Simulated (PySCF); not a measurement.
# Electron correlation in Ni+ (nickel, charge +1)

[Ar] 3d9, 2D determinant. Calculation: PySCF 2.14, in x2c-TZVPPall; the spin-free X2C one-electron Hamiltonian (Gaussian nucleus). Frozen: [Ne]; 17 electrons correlated.

```
  level  correlation energy (mhartree)
   CCSD                        -649.57
    (T)                         -15.53
CCSD(T)                        -665.10
```

Diagnostics: T1 = 0.013, D1 = 0.0257, largest double amplitude 0.023.

Is a single reference adequate?

Yes: T1 lies below 0.03 and no double amplitude reaches 0.07.

This basis was not built for core-valence correlation, so the inner-shell part is incomplete.
